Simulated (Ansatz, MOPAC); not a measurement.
System: H$_{4}$Si$_{2}$OCl (charge 0, doublet). SMILES: [SiH3]O[SiH]Cl

Atoms: Si1, O2, Si3, Cl4, H5, H6, H7, H8. Bonds: Si1-O2, Si1-H5, Si1-H6, Si1-H7, O2-Si3, Si3-Cl4, Si3-H8.

Bond lengths (Å) and angles (degrees) optimised at PM3 with MOPAC; HF/STO-3G with Ansatz (a program for electronic structure); HF/3-21G with Ansatz; B3LYP/LANL2DZ with Ansatz; B3LYP/6-31G* with Ansatz; MP2/6-31G* with Ansatz, each started from the B3LYP-D3(BJ)/def2-TZVP structure (Ansatz) of the last column. A row stands for all coordinates that are equal there; 12 of 17 kinds are shown. 6-31G* holds six Cartesian d functions. No wavenumbers were computed at HF/STO-3G, B3LYP/LANL2DZ, MP2/6-31G*, so these may be saddle points.

| coordinate | PM3 | HF/STO-3G | HF/3-21G | B3LYP/LANL2DZ | B3LYP/6-31G* | MP2/6-31G* | B3LYP-D3(BJ)/def2-TZVP |
|---|---|---|---|---|---|---|---|
| Si1-O2 | 1.687 | 1.665 | 1.660 | 1.687 | 1.666 | 1.676 | 1.652 |
| Si1-H5 | 1.501 | 1.424 | 1.481 | 1.483 | 1.484 | 1.481 | 1.478 |
| Si1-H6 | 1.503 | 1.425 | 1.482 | 1.484 | 1.486 | 1.484 | 1.480 |
| Si1-H7 | 1.502 | 1.422 | 1.482 | 1.482 | 1.483 | 1.479 | 1.477 |
| O2-Si3 | 1.640 | 1.635 | 1.629 | 1.651 | 1.642 | 1.649 | 1.629 |
| Si3-Cl4 | 2.065 | 2.115 | 2.209 | 2.218 | 2.096 | 2.067 | 2.079 |
| Si3-H8 | 1.493 | 1.434 | 1.484 | 1.498 | 1.494 | 1.485 | 1.489 |
| Si1-O2-Si3 | 120.0 | 129.0 | 174.0 | 167.7 | 149.3 | 141.1 | 145.7 |
| O2-Si3-Cl4 | 108.9 | 107.9 | 109.8 | 109.4 | 110.8 | 110.7 | 109.7 |
| O2-Si1-H5 | 110.4 | 110.9 | 110.3 | 109.1 | 109.9 | 109.9 | 109.5 |
| O2-Si1-H6 | 112.9 | 109.9 | 109.9 | 109.5 | 110.4 | 110.2 | 109.8 |
| O2-Si1-H7 | 109.3 | 107.2 | 109.1 | 108.2 | 107.7 | 107.4 | 107.4 |

Mean signed difference of all 7 bond lengths from B3LYP-D3(BJ)/def2-TZVP: PM3 0.015 Å, HF/STO-3G -0.023 Å, HF/3-21G 0.021 Å, B3LYP/LANL2DZ 0.031 Å, B3LYP/6-31G* 0.010 Å, MP2/6-31G* 0.005 Å.
